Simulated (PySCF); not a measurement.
**Correlation energy of B⁺ (boron, charge +1)**

[He] 2s2, closed-shell 1S. Calculation: PySCF 2.14, in dyall-av2z; no relativity, point nucleus. Frozen: 1s2; 2 electrons correlated; the 8 highest virtual orbitals of each spin left out.

With two correlated electrons CCSD is exact within the correlated space (frozen core and kept virtual orbitals).

```tsv
level	correlation energy (mhartree)
CCSD	-60.54
```

Diagnostics: T1 = 0.013, D1 = 0.0181, largest double amplitude 0.151.

A double-excitation amplitude exceeds 0.15, a sign of near-degeneracy.

Cost of the coupled-cluster step: about 0.19 core-seconds, for 2 correlated electrons.
